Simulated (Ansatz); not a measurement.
CH5NSSi, SMILES `NC1[SiH2]S1`, 9 atoms. Charge 0, multiplicity 1. All runs use 2 threads of an Intel Xeon 6975P-C on a shared host. Correlated methods freeze the cores.

Q: How many basis functions does each run have, and how long does it take in Ansatz? RKS B2PLYP (frozen core)/def2-TZVPP energy; RKS PBE-D4/def2-TZVPP energy and forces; RKS PBE0-D4/def2-QZVPP energy; RHF-MP2/def2-QZVPP energy; direct RPA on PBE orbitals/def2-TZVPP energy; RHF-CCSD(T)/def2-TZVPP energy; RKS PBE0-D4/def2-TZVP relaxation (11 steps); RHF-CCSD(T)/def2-SVP energy; RKS PBE0-D4/def2-TZVP frequencies; RKS PBE0-D4/def2-SVP energy; RKS ωB97M-V/def2-SVP energy; RKS PBE-QIDH (frozen core)/def2-TZVPP energy. (An estimate is asked.)

A: The calculation gave: Other jobs shared the machine, so times are rough.

| level | job | functions | wall time | peak host memory (GiB) |
| --- | --- | --- | --- | --- |
| RKS PBE0-D4/def2-SVP | energy | 89 | 1.3 s | 0.18 |
| RKS PBE-D4/def2-TZVPP | energy and forces | 216 | 3.2 s | 0.27 |
| RHF-CCSD(T)/def2-SVP | energy | 89 | 3.8 s | 0.29 |
| RKS ωB97M-V/def2-SVP | energy | 89 | 4.4 s | 0.27 |
| direct RPA on PBE orbitals/def2-TZVPP | energy | 216 | 7 s | 0.47 |
| RKS PBE-QIDH (frozen core)/def2-TZVPP | energy | 216 | 8 s | 0.51 |
| RKS B2PLYP (frozen core)/def2-TZVPP | energy | 216 | 8 s | 0.51 |
| RKS PBE0-D4/def2-QZVPP | energy | 404 | 12 s | 1.2 |
| RHF-MP2/def2-QZVPP | energy | 404 | 28 s | 2 |
| RKS PBE0-D4/def2-TZVP | relaxation (11 steps) | 166 | 49 s | 0.39 |
| RHF-CCSD(T)/def2-TZVPP | energy | 216 | 51 s | 3.2 |
| RKS PBE0-D4/def2-TZVP | frequencies | 166 | 2.7 min | 0.4 |
